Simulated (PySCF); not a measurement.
Be(F)(SMe) (CH3BeFS), SMILES C[S][Be][F]. Atoms are numbered in the order given.

```xyz
7

Be     0.1073    -1.0972     0.0000
F     -0.3191    -2.4223     0.0000
S      0.7172     0.6977     0.0000
C     -0.9002     1.6007     0.0000
H     -1.4876     1.3754     0.9002
H     -0.6557     2.6714     0.0000
H     -1.4876     1.3754    -0.9002
```
Charge 0, spin multiplicity 1.

Geometry optimised at B3LYP-D3(BJ)/def2-SVP. The values are those of a single conformer.

Calculation: PySCF with B3LYP/pcJ-1.

Isotropic couplings with Fermi-contact, spin-dipole and both spin-orbit terms, one fixed conformer, no vibrational averaging. Isotopes: 13C, 19F, 1H.

```tsv
pair	bonds apart	J (Hz)
C4–H5	1	151.0
C4–H6	1	150.9
C4–H7	1	151.0
H5–H6	2	-13.4
H5–H7	2	-9.9
H6–H7	2	-13.4
F2–C4	3	?
F2–H6	4	?
```

Question: Some entries are withheld; supply them. (Estimate from the structure and the level; the computed values follow.)

Answer: 
- F2–C4, J (Hz): 1.0
- F2–H6, J (Hz): 1.4
